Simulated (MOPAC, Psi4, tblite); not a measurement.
Interaction energy of C3H8 ··· Br- (SMILES CCC and [Br-]) (charge -1), singlet. Monomers: optimised at B3LYP-D3(BJ) (def2-TZVP), held rigid. Orientation: lowest of the rigid-body minima from ten starts at GFN2-xTB. R is the distance of the centres of mass, along which the second monomer moves.

Levels of theory: PM3, restricted, heats of formation (MOPAC); AM1, restricted, heats of formation (MOPAC); GFN2-xTB (tblite); SAPT0/jun-cc-pVDZ, frozen core (Psi4).

Interaction energies in kcal/mol; the last columns give the difference from SAPT0:

```tsv
R / Å	PM3	AM1	GFN2-xTB	SAPT0/jun-cc-pVDZ	PM3 − SAPT0/jun-cc-pVDZ	AM1 − SAPT0/jun-cc-pVDZ	GFN2-xTB − SAPT0/jun-cc-pVDZ
3.34	-3.07	-2.19	0.58	1.18	-4.25	-3.37	-0.60
3.47	-4.19	-2.43	-0.93	-0.79	-3.40	-1.63	-0.13
3.75	-3.77	-2.46	-2.18	-2.90	-0.87	0.44	0.73
3.91	-2.94	-2.29	-2.29	-3.30	0.37	1.01	1.01
4.12	-2.12	-1.95	-2.17	-3.36	1.24	1.41	1.18
4.32	-1.66	-1.61	-1.96	-3.15	1.49	1.54	1.20
4.60	-1.27	-1.24	-1.63	-2.70	1.44	1.46	1.07
4.95	-0.94	-0.94	-1.28	-2.13	1.19	1.19	0.85
5.39	-0.67	-0.69	-0.94	-1.54	0.87	0.85	0.60
6.13	-0.41	-0.42	-0.56	-0.91	0.50	0.48	0.34
7.11	-0.22	-0.24	-0.31	-0.48	0.25	0.24	0.17
8.38	-0.12	-0.12	-0.16	-0.23	0.12	0.11	0.07
```

PM3 is furthest from SAPT0/jun-cc-pVDZ at 3.34 (-4.25 kcal/mol, below); its mean absolute difference over the points is 1.33 kcal/mol.

AM1 is furthest from SAPT0/jun-cc-pVDZ at 3.34 (-3.37 kcal/mol, below); its mean absolute difference over the points is 1.15 kcal/mol.

GFN2-xTB is furthest from SAPT0/jun-cc-pVDZ at 4.32 (1.20 kcal/mol, above); its mean absolute difference over the points is 0.66 kcal/mol.
